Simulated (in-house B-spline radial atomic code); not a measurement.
A calculation on Te2+: its settings, and results tabulated from the run. Computed with a radial B-spline atomic code at the basis-set limit: non-relativistic PBE0, spin-polarised, spherical fractional occupations, point nucleus, inside a hard spherical wall at 3.65 bohr.

Command:
```bash
python run_scf.py task.json out
```
Settings:
```
Z                52
configuration    [Kr] 4d10 5s2 5p2
hamiltonian      nr
method           pbe0
spin_polarised   True
wall_radius      3.65
```

Output (hartree, bohr):
```
 radial grid: 44 intervals, B-splines of order 8, outer radius 3.65 bohr

 iter        energy (Eh)    residual
    1       -6606.998454    6.48e-01
    2       -6609.496670    3.32e-01
    3       -6612.497342    4.51e-02
    4       -6612.567335    6.33e-03
    5       -6612.568137    4.05e-03
    6       -6612.568631    7.10e-04
    7       -6612.568641    1.31e-04
    8       -6612.568641    7.73e-06
    9       -6612.568641    2.22e-07

 total energy                     -6612.56864
 kinetic                            6612.6855
 electron-nucleus                 -15681.1379
 Hartree                            2626.5204
 exact exchange                      -42.0892
 exchange-correlation               -128.5475

 orbital      occ     eigenvalue          <r>       <r^2>       <1/r>     <1/r^3>       <r^4>       r_max
 1s up      1.000     -1121.0466    0.0292387  0.00114341     51.4716           - 3.30704e-06     0.01937
 1s down    1.000     -1121.0423    0.0292386  0.00114341     51.4717           - 3.30702e-06     0.01937
 2s up      1.000      -169.1122     0.125977   0.0186366     11.8013           - 0.000589474       0.107
 2s down    1.000      -169.1104     0.125976   0.0186363     11.8014           - 0.000589451       0.107
 2p up      3.000      -158.6297     0.107385   0.0140182      11.804     4599.07 0.000385064     0.08373
 2p down    3.000      -158.6260     0.107387   0.0140185     11.8038     4598.91 0.000385075     0.08374
 3s up      1.000       -34.3809     0.335255    0.128256     4.29431           -   0.0249145      0.3053
 3s down    1.000       -34.3768     0.335245    0.128245     4.29429           -   0.0249082      0.3053
 3p up      3.000       -29.9849     0.325954    0.123037     4.21625     855.893   0.0240083       0.292
 3p down    3.000       -29.9795     0.325962     0.12304     4.21604     855.768   0.0240079       0.292
 3d up      5.000       -21.8449     0.296763     0.10412     4.07861     138.068    0.019749      0.2386
 3d down    5.000       -21.8413     0.296748    0.104107     4.07873     138.077   0.0197427      0.2386
 4s up      1.000        -6.4213     0.794784    0.713366     1.73109           -    0.751516      0.7278
 4s down    1.000        -6.4108      0.79474    0.713016     1.73047           -    0.749189      0.7281
 4p up      3.000        -4.8867     0.834856      0.7943     1.62532     160.074     0.96658      0.7498
 4p down    3.000        -4.8748     0.834637     0.79341     1.62482     159.863    0.961402      0.7503
 4d up      5.000        -2.2844      0.96682      1.0958     1.36921     19.0537     2.06792      0.8086
 4d down    5.000        -2.2707     0.960609     1.07914     1.37557     19.2163     1.98541      0.8083
 5s up      1.000        -1.0998      1.90159     3.95408    0.666382           -      20.298       1.817
 5s down    1.000        -0.9917      1.89389     3.92848    0.671764           -      20.128       1.801
 5p up      2.000        -0.6654      2.01983     4.43842    0.622448     24.3401     24.9749       1.987
```

Time taken, with all properties: 0.08 s on 1 thread of Intel(R) Xeon(R) 6975P-C, with other jobs on the host.

Caution: exact exchange at fractional occupations of open shells leaves self-interaction of up to several eV.
